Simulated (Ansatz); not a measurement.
Computed with Ansatz on PBE0-D4/def2-TZVP structures; ΔE is electronic, products minus reactants. CBS: MP2 limit from def2 TZ/QZ plus the TZ coupled-cluster correction, frozen cores. This one scheme is used for every species. Functionals use def2-TZVPP. For Br outer-core shells are correlated without core-valence functions, which leaves a few kJ/mol of doubt a bond. Scalar relativity is left out up to krypton. One conformer a species, not always the lowest.

Consider the hydrogenolysis of a B–Br bond: `O=CBBr` + H₂ → `BC=O` + HBr.

Task: Is it downhill or uphill in electronic energy at CCSD(T)/CBS, and by how much? (Estimate.)

Result: Ansatz gave: Uphill: ΔE = +16.7 kcal/mol.

Task: What do these levels give: PBE-D4, revPBE-D4, PBE0-D4, ωB97X-V, PBE-QIDH, BLYP, r2SCAN, r2SCANh, BHLYP, LC-ωPBE, MP2/def2-SVP, HF/def2-QZVPP? (An estimate is asked.)

Result: Ansatz gave: PBE-D4 15.5, revPBE-D4 16.5, PBE0-D4 15.9, ωB97X-V 15.3, PBE-QIDH 16.2, BLYP 13.6, r2SCAN 15.5, r2SCANh 15.6, BHLYP 14.5, LC-ωPBE 13.9, MP2/def2-SVP 17.0, HF/def2-QZVPP 14.2 kcal/mol.

Largest T1 diagnostic among the species: 0.021, so the coupled-cluster value is less sure than usual.

Leaving LDA and LC-ωPBE aside and taking each functional with its dispersion term where it has one, the values, not all of them listed here, spread over 2.0 kcal/mol, from CAM-B3LYP-D4 to revPBE-D4. LDA lies −0.7 kcal/mol from PBE without D4. The D4 term adds +1.6 kcal/mol with B3LYP and +0.9 kcal/mol with PBE0; it sums over pairs of atoms, weighted by their polarisabilities, and B3LYP, whose exchange is more repulsive, gets the larger term. At CCSD(T), def2-SVP lies −1.3 kcal/mol from the extrapolated value and def2-TZVPP −0.7 kcal/mol.

B3LYP here is the variant with VWN-RPA as its local correlation; programs differ in this.
